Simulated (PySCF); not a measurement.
**Potential energy of RbS along the bond**

Set-up: Rb x2c-TZVPall, S x2c-TZVPall; spin-free X2C with a Gaussian nucleus (PySCF 2.14). Energies in eV from Rb + S in their ground configurations at the same level. All curves are PBE0. state 1: ²Π (doublet), unpaired electrons π ↑; state 2: ²Σ⁺ (doublet), unpaired electrons σ ↑, a second solution, started from another occupation; state 3: ⁴Σ⁻ (quartet), unpaired electrons σ ↑, π ↑↑, a second solution, started from another occupation.

```json
{"R (Å)": "2.518", "state 1": "-2.126", "state 2": "-2.308", "state 3": "1.4171"}
{"R (Å)": "2.635", "state 1": "-2.425", "state 2": "-2.432", "state 3": "0.9450"}
{"R (Å)": "2.752", "state 1": "-2.588", "state 2": "-2.467", "state 3": "0.6167"}
{"R (Å)": "2.840", "state 1": "-2.645", "state 2": "-2.453", "state 3": "0.4394"}
{"R (Å)": "2.928", "state 1": "-2.661", "state 2": "-2.414", "state 3": "0.3065"}
{"R (Å)": "3.016", "state 1": "-2.646", "state 2": "-2.356", "state 3": "0.2075"}
{"R (Å)": "3.133", "state 1": "-2.592", "state 2": "-2.260", "state 3": "0.1142"}
{"R (Å)": "3.279", "state 1": "-2.487", "state 2": "-2.121", "state 3": "0.0410"}
{"R (Å)": "3.455", "state 1": "-2.331", "state 2": "-1.943", "state 3": "-0.0075"}
{"R (Å)": "3.689", "state 1": "-2.101", "state 2": "-1.704", "state 3": "-0.0361"}
```

**Question.** Put a parabola through the three lowest points of the state 1 curve and estimate Re, k and ωe (reduced mass 23.23 u; 1 eV/Å² = 0.16022 mdyn/Å; ωe = 1302.8·√(k/μ) cm⁻¹).

**Answer.** Through R = 2.84, 2.928, 3.016 Å the second-order coefficient is 2.00 eV/Å², so Re ≈ 2.929 Å, k ≈ 0.641 mdyn/Å and ωe ≈ 216 cm⁻¹. A polynomial fit of higher order to the unrounded PBE0 energies gives Re = 2.926 Å, k = 0.643 mdyn/Å, ωe = 217 cm⁻¹; anharmonicity and rounding make the difference.

The higher-order fit for each curve: state 1: Re = 2.926 Å, ωe = 217 cm⁻¹, De = 2.66 eV; state 2: Re = 2.755 Å, ωe = 225 cm⁻¹, minimum 2.47 eV below the ground-state fragments; state 3: Re = 4.033 Å, ωe = 33.7 cm⁻¹, minimum 0.045 eV below the ground-state fragments.

Spin–orbit coupling is left out. Counting both spins, an empty level lies below a filled one in some of these solutions, because spin and occupation are held. The state is the lowest determinant that a PBE0 search found; another state may lie lower at other levels.
